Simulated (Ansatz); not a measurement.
This singlet lies 1.49 eV below the relaxed triplet at the level composite: frozen-core CCSD(T) with HF/cc-pVQZ and the correlation energy extrapolated as X^-3 from cc-pVTZ and cc-pVQZ, plus CCSDT(Q) minus CCSD(T) in cc-pVDZ // PBE0-D3(BJ)/def2-TZVP (Ansatz, a program for electronic structure).

The numbers are results of PBE0-D3(BJ)/def2-TZVP (Ansatz), not measurements. No frequencies were computed at this level.

Ansatz 0.2 input:
```yaml
crystal:
  periodic: [false, false, false]
  atoms:
    - { symbol: Si, position_ang: [-0.305763, 0.733676, 0.0] }
    - { symbol: Cl, position_ang: [1.49423, -0.274955, -0.000005] }
    - { symbol: H, position_ang: [-1.188466, -0.458721, 0.000005] }
basis:
  gaussian: { orbitals: def2-tzvp }
hamiltonian:
  xc: pbe0
  dispersion: d3bj
relax:
  max_steps: 150
```

Output:

```
Functional definition: PBE0
580 factors; their error is unknown
mean field evaluation 1: about -20408.7833 eV, gradient 1.2e1 eV
mean field evaluation 2: about -20408.9477 eV, gradient 1.0e1 eV
mean field evaluation 4: about -20409.1705 eV, gradient 6.5e-1 eV
mean field evaluation 8: about -20409.2426 eV, gradient 1.0e-2 eV
mean field -20409.24260937 eV, -750.0258320127 hartree, gradient 3.3e-5 eV, S^2 0.000000; 0 other end points of the search recorded, 0 dependent functions left out
reference -20409.24263146 eV, -750.0258328245 hartree; 16, 16 occupied and 64, 64 virtual orbitals, 580 factors
relax step   1: F+E_penalty+E_count = -20409.28958652 eV  Δ(F+E_penalty+E_count) = +0.000e0 eV  max|allowed force component| = 8.969e-1 eV/Å  Δτ_max = 0.0000 Å  (25 SCF iters, accepted)
these checks for a lower state are left out or cut short: starts, cluster_reference, orbital_swaps, neighbouring_geometries, increment
580 factors; their error is unknown
mean field evaluation 16: about -20409.1876 eV, gradient 1.6e-2 eV
mean field -20409.25843378 eV, -750.0264135492 hartree, gradient 1.1e-5 eV, S^2 0.000000; 0 other end points of the search recorded, 0 dependent functions left out
reference -20409.25845580 eV, -750.0264143584 hartree; 16, 16 occupied and 64, 64 virtual orbitals, 580 factors
relax step   2: F+E_penalty+E_count = -20409.30556051 eV  Δ(F+E_penalty+E_count) = -1.597e-2 eV  max|allowed force component| = 2.413e-1 eV/Å  Δτ_max = 0.0502 Å  (27 SCF iters, accepted)
these checks for a lower state are left out or cut short: starts, cluster_reference, orbital_swaps, neighbouring_geometries, increment
580 factors; their error is unknown
mean field -20409.26569032 eV, -750.0266802223 hartree, gradient 8.5e-6 eV, S^2 0.000000; 0 other end points of the search recorded, 0 dependent functions left out
reference -20409.26571243 eV, -750.0266810347 hartree; 16, 16 occupied and 64, 64 virtual orbitals, 580 factors
relax step   3: F+E_penalty+E_count = -20409.31270612 eV  Δ(F+E_penalty+E_count) = -7.146e-3 eV  max|allowed force component| = 6.794e-2 eV/Å  Δτ_max = 0.0381 Å  (28 SCF iters, accepted)
these checks for a lower state are left out or cut short: starts, cluster_reference, orbital_swaps, neighbouring_geometries, increment
580 factors; their error is unknown
mean field evaluation 32: about -20409.2658 eV, gradient 1.2e-1 eV
mean field -20409.26582312 eV, -750.0266851023 hartree, gradient 2.2e-5 eV, S^2 0.000000; 0 other end points of the search recorded, 0 dependent functions left out
reference -20409.26584522 eV, -750.0266859146 hartree; 16, 16 occupied and 64, 64 virtual orbitals, 580 factors
relax step   4: F+E_penalty+E_count = -20409.31284679 eV  Δ(F+E_penalty+E_count) = -1.407e-4 eV  max|allowed force component| = 1.770e-2 eV/Å  Δτ_max = 0.0018 Å  (22 SCF iters, accepted)
these checks for a lower state are left out or cut short: starts, cluster_reference, orbital_swaps, neighbouring_geometries, increment
580 factors; their error is unknown
mean field -20409.26583086 eV, -750.0266853869 hartree, gradient 3.2e-5 eV, S^2 0.000000; 0 other end points of the search recorded, 0 dependent functions left out
reference -20409.26585296 eV, -750.0266861991 hartree; 16, 16 occupied and 64, 64 virtual orbitals, 580 factors
relax step   5: F+E_penalty+E_count = -20409.31285651 eV  Δ(F+E_penalty+E_count) = -9.716e-6 eV  max|allowed force component| = 1.648e-4 eV/Å  Δτ_max = 0.0006 Å  (20 SCF iters, accepted)
580 factors; their error is unknown
mean field -20409.26583086 eV, -750.0266853869 hartree, gradient 3.2e-5 eV, S^2 0.000000; 1 other end points of the search recorded, 0 dependent functions left out
reference -20409.26585296 eV, -750.0266861991 hartree; 16, 16 occupied and 64, 64 virtual orbitals, 580 factors
Total energy: -20409.31287861 eV, -750.0284143598 hartree
Atom 0 at    -0.303534     0.767686    -0.000000 Å, force    -0.000118     0.000124     0.000000 eV/Å
Atom 1 at     1.487206    -0.284909    -0.000005 Å, force     0.000165    -0.000084    -0.000000 eV/Å
Atom 2 at    -1.183671    -0.482777     0.000005 Å, force    -0.000047    -0.000040     0.000000 eV/Å
Dipole moment:    -0.195002     0.054405     0.000001 e Å
```

Cost: roughly 4 core-seconds.
